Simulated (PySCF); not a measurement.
Static response to an electric field

Species: C₃H₉NSi₂.
Atom-mapped SMILES: `[H]/[N:1]=[CH:2]\[CH:3]=[CH:4]\[SiH2:5][SiH3:6]` (hydrogens: H7 on N1; H8 on C2; H9 on C3; H10 on C4; H11, H12 on Si5; H13, H14, H15 on Si6)

Structure used (GFN2-xTB), in Å, numbered top down from 1:
```
atom  x, y, z in Å
N1     3.7001   -0.6725    0.6085
C2     2.6884   -0.4673   -0.1182
C3     1.4199    0.1252    0.2702
C4     0.4119    0.3371   -0.5803
Si5   -1.2596    1.0742   -0.1320
Si6   -2.8593   -0.5984   -0.0533
H7     3.5844   -0.3809    1.5801
H8     2.7796   -0.7641   -1.1608
H9     1.3247    0.4095    1.3125
H10    0.5621    0.0332   -1.6110
H11   -1.0912    1.7966    1.1362
H12   -1.5383    2.0866   -1.1611
H13   -3.0019   -1.2866   -1.3394
H14   -2.5477   -1.6283    0.9414
H15   -4.1774   -0.0565    0.2851
```

Level: CAM-B3LYP/def2-SVPD (PySCF), static field, nuclei fixed, core orbitals frozen in the response. The polarisability tensor in these axes (au):

```
x   146.16  -6.07  13.81
y    -6.07  87.32  -1.38
z    13.81  -1.38  89.82
```

Problem. Give the principal values, the mean and the anisotropy Δα = √{½[(α1 − α2)² + (α2 − α3)² + (α1 − α3)²]}.

Solution. Principal values 86.61, 86.71 and 149.98 au; mean 107.77 au = 15.97 Å³ = 17.77 × 10⁻⁴⁰ C²·m²/J; Δα = 63.33 au (59 % of the mean).

Problem. What is the dipole moment, and where does it point?

Solution. (-2.23, 0.82, 0.11) D, 2.38 D in size, pointing from the negative to the positive side. Measured along this direction, the outermost atoms are N1 at the negative end and H15 at the positive end.

Problem. Find the Langevin capture rate constant for O2+ (31.990 u) meeting this molecule (115.027 u), k = 2.342 × 10⁻⁹ cm³/s × √(α in Å³ / reduced mass in u).

Solution. The reduced mass is 25.03 u, so k = 1.87 × 10⁻⁹ cm³/s. The formula leaves out the permanent dipole, which adds to the capture rate.

Problem. In TDDFT the mean static polarisability is Σ f/ω² over all singlet excitations (ω in hartree). How much of it do the 8 lowest give? Their energies (eV) and oscillator strengths: 4.52, 0.0057; 5.82, 0.8257; 6.52, 0.0208; 6.94, 0.0186; 7.17, 0.0444; 7.28, 0.0288; 7.47, 0.0046; 7.53, 0.0253.

Solution. They add up to 20.35 au, 18.9 % of the 107.77 au; the largest single term is 18.06 au, from the state at 5.82 eV. Terms in order: 0.21, 18.06, 0.36, 0.29, 0.64, 0.40, 0.06, 0.33 au. Higher excitations give the rest. The strengths listed sum to 0.974.

Problem. Estimate the molar refractivity from the static electronic polarisability.

Solution. Lorentz–Lorenz: R = (4π/3)N_A α = 2.5225 cm³/(mol·Å³) × 15.97 Å³ = 40.3 cm³/mol, in the limit of long wavelengths.

Isolated species at its GFN2-xTB geometry (one conformer only).
